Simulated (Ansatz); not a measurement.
Gas-phase electronic energies from Ansatz, PBE0-D4/def2-TZVP geometries. CCSD(T)/CBS is the MP2 limit (def2-TZVPP, def2-QZVPP) plus CCSD(T) − MP2 in def2-TZVPP, frozen cores. This one scheme is used for every species. DFT in def2-TZVPP. B3LYP here is the variant with VWN-RPA as its local correlation; programs differ in this. For Ge outer-core shells are correlated without core-valence functions, which leaves a few kJ/mol of doubt a bond. Scalar relativity is left out up to krypton. One conformer a species, not always the lowest.

Consider the cleavage of the B–Ge bond: `F[BH][GeH2][SH]` + `BO` → `BOBF` + `[SH][GeH3]`.

| level | ΔE (kcal/mol) |
| --- | --- |
| B97M-V | -34.9 |
| B3LYP-D4 | -32.9 |
| ωB97X-V | -33.2 |
| revPBE | -28.7 |
| r2SCAN0 | -34.2 |
| MP2/def2-SVP | -38.2 |
| CCSD(T)/def2-SVP | -37.0 |
| SCS-MP2/def2-TZVPP | -34.3 |

Problem. What does CCSD(T)/CBS give? (An estimate is asked.)

Solution. Ansatz gave: -32.8 kcal/mol. The listed levels differ from it by -2.1, -0.1, -0.4, 4.1, -1.4, -5.4, -4.2, -1.5 kcal/mol.

Largest T1 diagnostic among the species: 0.014.

From r2SCAN to r2SCAN0 (25 % exact exchange), in def2-TZVPP and without D4, ΔE moves by −1.4 kcal/mol. At CCSD(T), def2-SVP lies −4.3 kcal/mol from the extrapolated value and def2-TZVPP −0.3 kcal/mol.
